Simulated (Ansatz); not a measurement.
System: CH$_{4}$BO$_{2}$ (charge -1, singlet). It need not be the lowest isomer of its formula. Whether it binds its extra electron was not tested at this geometry. SMILES: [CH2-]B(O)O
Structure (B3LYP-D3(BJ)/def2-TZVP (Ansatz, a first-principles code) minimum search):
```
B
C 1 1.4520
H 2 1.0879 1 122.62
H 2 1.0879 3 114.77 1 180.00
O 1 1.4530 2 123.94 3 -172.82
H 5 0.9623 1 108.28 2 -144.52
O 1 1.4530 2 123.94 3 7.18
H 7 0.9623 1 108.28 2 -144.52
```
Charge -1, spin multiplicity 1.

Parts of the frozen-core correlation energy in cc-pVDZ (Ansatz, hartree). Frozen orbitals: 4; correlated occupied orbitals by spin: 12 and 12; virtual: 60 and 60. No spin-orbit coupling. No relativistic terms.

| term | value |
|---|---|
| reference (HF) | -214.66009 |
| MP2 opposite-spin | (withheld) |
| MP2 same-spin | -0.15796 |
| CCSD correlation | (withheld) |
| (T) | (withheld) |
| T1 diagnostic | 0.012 |
| largest doubles amplitude | 0.066 |

**Question.** Complete the blanks.

**Answer.** 
- MP2 opposite-spin, value: -0.45223
- CCSD correlation, value: -0.63857
- (T), value: -0.01649
